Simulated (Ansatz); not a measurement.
Harmonic frequencies (cm⁻¹) at PBE0-D4/def2-TZVP from Ansatz: 285, 732, 772, 904, 1178, 1288, 1461, 3128, 3205.

Task: Which molecule is it?
A. `FC(Cl)Br`
B. `ClCCl`
C. `BrC(I)I`
D. `ClCBr`

Result: B.
